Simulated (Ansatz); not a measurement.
Ansatz (a quantum-chemistry and plane-wave program) input for C4H7BF2, SMILES F[C@@H]1CCCB1F, PBE0-D3(BJ)/def2-SVP. 

Ansatz 0.2 input:
```yaml
crystal:
  periodic: [false, false, false]
  atoms:
    - {symbol: F, position_ang: [1.72813804, 1.33540161, 0.55522155]}
    - {symbol: B, position_ang: [0.82111237, 0.48648550, 0.07119486]}
    - {symbol: C, position_ang: [1.10119827, -0.93313214, -0.54713455]}
    - {symbol: C, position_ang: [-0.31359090, -1.54263396, -0.69807975]}
    - {symbol: C, position_ang: [-1.26633374, -0.33899989, -0.88450410]}
    - {symbol: C, position_ang: [-0.76237443, 0.74311869, 0.06518639]}
    - {symbol: F, position_ang: [-1.10219790, 0.37904916, 1.40496862]}
    - {symbol: H, position_ang: [1.55056883, -0.73935975, -1.55225999]}
    - {symbol: H, position_ang: [1.83576306, -1.56632834, -0.01012088]}
    - {symbol: H, position_ang: [-0.58645607, -2.07238379, 0.23775500]}
    - {symbol: H, position_ang: [-0.39727675, -2.27935779, -1.52225961]}
    - {symbol: H, position_ang: [-1.18348095, 0.05637813, -1.92243854]}
    - {symbol: H, position_ang: [-2.33514690, -0.58635694, -0.71511083]}
    - {symbol: H, position_ang: [-1.17638928, 1.75480811, -0.12605914]}
basis:
  gaussian:
    orbitals: def2-SVP
hamiltonian:
  xc: pbe0
  dispersion: d3bj
relax: {f_tol: 0.002, max_steps: 200}
```

Program output:

```
WARN ansatz: RAYON_NUM_THREADS=1 ignored (pool sized by the plan → 1); use --threads N
Functional definition: PBE0
integrals: 0.12 GiB planned
1496 factors; integrals over basis functions are off by at most 4.0e-4 eV
mean field: 0.65 GiB planned
mean field evaluation 1: about -10348.2485 eV, gradient 5.3e1 eV
mean field evaluation 2: about -10346.4677 eV, gradient 6.0e1 eV
mean field evaluation 4: about -10354.8205 eV, gradient 1.6e0 eV
mean field evaluation 8: about -10354.8842 eV, gradient 1.4e-1 eV
mean field evaluation 16: about -10354.8843 eV, gradient 1.9e-5 eV
mean field -10354.88427661 eV, -380.5349783729 hartree, gradient 2.0e-5 eV, S^2 0.000000; 0 other end points of the search recorded, 0 dependent functions left out
the calculation of the forces begins
reference -10354.88430296 eV, -380.5349793411 hartree; 27, 27 occupied and 106, 106 virtual orbitals, 1496 factors
relax step   1: F+E_penalty+E_count = -10355.14293068 eV  Δ(F+E_penalty+E_count) = +0.000e0 eV  max|allowed force component| = 6.185e-1 eV/Å  Δτ_max = 0.0000 Å  (28 SCF iters, accepted)
these checks for a lower state are left out or cut short: starts, cluster_reference, orbital_swaps, neighbouring_geometries, increment
integrals: 0.12 GiB planned
1496 factors; integrals over basis functions are off by at most 4.0e-4 eV
mean field: 0.65 GiB planned
mean field -10354.90459088 eV, -380.5357249083 hartree, gradient 8.0e-6 eV, S^2 0.000000; 0 other end points of the search recorded, 0 dependent functions left out
the calculation of the forces begins
reference -10354.90461712 eV, -380.5357258728 hartree; 27, 27 occupied and 106, 106 virtual orbitals, 1496 factors
relax step   2: F+E_penalty+E_count = -10355.16413094 eV  Δ(F+E_penalty+E_count) = -2.120e-2 eV  max|allowed force component| = 2.826e-1 eV/Å  Δτ_max = 0.0164 Å  (30 SCF iters, accepted)
these checks for a lower state are left out or cut short: starts, cluster_reference, orbital_swaps, neighbouring_geometries, increment
integrals: 0.12 GiB planned
1496 factors; integrals over basis functions are off by at most 3.9e-4 eV
mean field: 0.65 GiB planned
mean field -10354.90769827 eV, -380.5358391028 hartree, gradient 7.8e-6 eV, S^2 0.000000; 0 other end points of the search recorded, 0 dependent functions left out
the calculation of the forces begins
reference -10354.90772444 eV, -380.5358400647 hartree; 27, 27 occupied and 106, 106 virtual orbitals, 1496 factors
relax step   3: F+E_penalty+E_count = -10355.16769509 eV  Δ(F+E_penalty+E_count) = -3.564e-3 eV  max|allowed force component| = 7.938e-2 eV/Å  Δτ_max = 0.0080 Å  (32 SCF iters, accepted)
these checks for a lower state are left out or cut short: starts, cluster_reference, orbital_swaps, neighbouring_geometries, increment
integrals: 0.12 GiB planned
1496 factors; integrals over basis functions are off by at most 3.9e-4 eV
mean field: 0.65 GiB planned
mean field evaluation 32: about -10354.8475 eV, gradient 7.5e-1 eV
mean field -10354.90825078 eV, -380.5358594072 hartree, gradient 7.8e-6 eV, S^2 0.000000; 0 other end points of the search recorded, 0 dependent functions left out
the calculation of the forces begins
reference -10354.90827693 eV, -380.5358603682 hartree; 27, 27 occupied and 106, 106 virtual orbitals, 1496 factors
relax step   4: F+E_penalty+E_count = -10355.16820054 eV  Δ(F+E_penalty+E_count) = -5.055e-4 eV  max|allowed force component| = 4.707e-2 eV/Å  Δτ_max = 0.0092 Å  (31 SCF iters, accepted)
these checks for a lower state are left out or cut short: starts, cluster_reference, orbital_swaps, neighbouring_geometries, increment
integrals: 0.12 GiB planned
1496 factors; integrals over basis functions are off by at most 3.9e-4 eV
mean field: 0.65 GiB planned
mean field -10354.90852665 eV, -380.5358695453 hartree, gradient 1.1e-5 eV, S^2 0.000000; 0 other end points of the search recorded, 0 dependent functions left out
the calculation of the forces begins
reference -10354.90855280 eV, -380.5358705063 hartree; 27, 27 occupied and 106, 106 virtual orbitals, 1496 factors
relax step   5: F+E_penalty+E_count = -10355.16841799 eV  Δ(F+E_penalty+E_count) = -2.175e-4 eV  max|allowed force component| = 2.525e-2 eV/Å  Δτ_max = 0.0052 Å  (25 SCF iters, accepted)
these checks for a lower state are left out or cut short: starts, cluster_reference, orbital_swaps, neighbouring_geometries, increment
integrals: 0.12 GiB planned
1496 factors; integrals over basis functions are off by at most 4.0e-4 eV
mean field: 0.65 GiB planned
mean field -10354.90870317 eV, -380.5358760323 hartree, gradient 9.5e-6 eV, S^2 0.000000; 0 other end points of the search recorded, 0 dependent functions left out
the calculation of the forces begins
reference -10354.90872931 eV, -380.5358769929 hartree; 27, 27 occupied and 106, 106 virtual orbitals, 1496 factors
relax step   6: F+E_penalty+E_count = -10355.16853103 eV  Δ(F+E_penalty+E_count) = -1.130e-4 eV  max|allowed force component| = 3.854e-3 eV/Å  Δτ_max = 0.0090 Å  (25 SCF iters, accepted)
these checks for a lower state are left out or cut short: starts, cluster_reference, orbital_swaps, neighbouring_geometries, increment
integrals: 0.12 GiB planned
1496 factors; integrals over basis functions are off by at most 3.9e-4 eV
mean field: 0.65 GiB planned
mean field -10354.90871299 eV, -380.5358763931 hartree, gradient 6.5e-6 eV, S^2 0.000000; 0 other end points of the search recorded, 0 dependent functions left out
the calculation of the forces begins
reference -10354.90873913 eV, -380.5358773540 hartree; 27, 27 occupied and 106, 106 virtual orbitals, 1496 factors
relax step   7: F+E_penalty+E_count = -10355.16853787 eV  Δ(F+E_penalty+E_count) = -6.845e-6 eV  max|allowed force component| = 4.325e-3 eV/Å  Δτ_max = 0.0027 Å  (24 SCF iters, accepted)
these checks for a lower state are left out or cut short: starts, cluster_reference, orbital_swaps, neighbouring_geometries, increment
integrals: 0.12 GiB planned
1496 factors; integrals over basis functions are off by at most 3.9e-4 eV
mean field: 0.65 GiB planned
mean field -10354.90871761 eV, -380.5358765629 hartree, gradient 4.0e-6 eV, S^2 0.000000; 0 other end points of the search recorded, 0 dependent functions left out
the calculation of the forces begins
reference -10354.90874376 eV, -380.5358775239 hartree; 27, 27 occupied and 106, 106 virtual orbitals, 1496 factors
relax step   8: F+E_penalty+E_count = -10355.16854036 eV  Δ(F+E_penalty+E_count) = -2.491e-6 eV  max|allowed force component| = 1.714e-3 eV/Å  Δτ_max = 0.0019 Å  (23 SCF iters, accepted)
integrals: 0.12 GiB planned
1496 factors; integrals over basis functions are off by at most 3.9e-4 eV
mean field: 0.65 GiB planned
mean field evaluation 64: about -10354.9087 eV, gradient 4.0e-6 eV
mean field -10354.90871761 eV, -380.5358765629 hartree, gradient 4.0e-6 eV, S^2 0.000000; 1 other end points of the search recorded, 0 dependent functions left out
the calculation of the forces begins
reference -10354.90874376 eV, -380.5358775239 hartree; 27, 27 occupied and 106, 106 virtual orbitals, 1496 factors
Total energy: -10355.16856651 eV, -380.5454258340 hartree
Atom 0 at     1.718796     1.320605     0.547463 Å, force     0.000162    -0.000149     0.000427 eV/Å
Atom 1 at     0.817631     0.477910     0.074474 Å, force     0.000015    -0.000417    -0.000910 eV/Å
Atom 2 at     1.096204    -0.930276    -0.554535 Å, force    -0.000374    -0.000802     0.001672 eV/Å
Atom 3 at    -0.310546    -1.536371    -0.694274 Å, force     0.000799     0.001127     0.000150 eV/Å
Atom 4 at    -1.257004    -0.340328    -0.876822 Å, force    -0.000576     0.000371    -0.000478 eV/Å
Atom 5 at    -0.762007     0.731918     0.076894 Å, force     0.000309    -0.000438     0.001714 eV/Å
Atom 6 at    -1.136116     0.389170     1.387705 Å, force     0.000580    -0.000407     0.000105 eV/Å
Atom 7 at     1.534882    -0.733969    -1.554306 Å, force    -0.000005     0.000559    -0.000556 eV/Å
Atom 8 at     1.828603    -1.557632    -0.024364 Å, force     0.000084     0.000289    -0.000175 eV/Å
Atom 9 at    -0.576835    -2.063422     0.235691 Å, force     0.000122    -0.000432     0.000107 eV/Å
Atom 10 at    -0.397093    -2.268110    -1.511757 Å, force    -0.000197    -0.000197    -0.000193 eV/Å
Atom 11 at    -1.171120     0.054038    -1.905735 Å, force    -0.000131    -0.000145    -0.000334 eV/Å
Atom 12 at    -2.317965    -0.586207    -0.711129 Å, force    -0.000466    -0.000098    -0.000072 eV/Å
Atom 13 at    -1.153896     1.739365    -0.132946 Å, force    -0.000322     0.000737    -0.001457 eV/Å
Dipole moment:    -0.014919    -0.127877    -0.437182 e Å
```

The run converged.
